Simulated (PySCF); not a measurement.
## Germanium: highly charged ions in a basis for the neutral atom

Ge(8+) [Ar] 3d6, Ge(9+) [Ar] 3d5. Computed with PySCF 2.14 in def2-TZVP (6s5p4d1f, 48 functions), with no relativity, point nucleus. No spin-orbit coupling, so a gap to NIST mixes the basis error with missing relativistic terms.

Changed run: basis of the neutral atom used for a highly charged ion. This setting is unsound on purpose.

| species | method | sound run (hartree) | changed run (hartree) | converged |
| --- | --- | --- | --- | --- |
| Ge(8+) | UHF | not run | -2052.32760 | yes |
| Ge(8+) | B3LYP | not run | -2053.42675 | yes |
| Ge(8+) | PBE0 | not run | -2053.18154 | yes |
| Ge(9+) | UHF | not run | -2044.63436 | yes |
| Ge(9+) | B3LYP | not run | -2045.63179 | yes |
| Ge(9+) | PBE0 | not run | -2045.39614 | yes |

Ionisation energy of Ge(8+):

```csv
method,changed run (eV),NIST (eV)
UHF,209.34,212.5 ± 2.1
B3LYP,212.11,212.5 ± 2.1
PBE0,211.85,212.5 ± 2.1
```

The contracted functions were made for the neutral atom and can be too rigid for a highly charged ion.
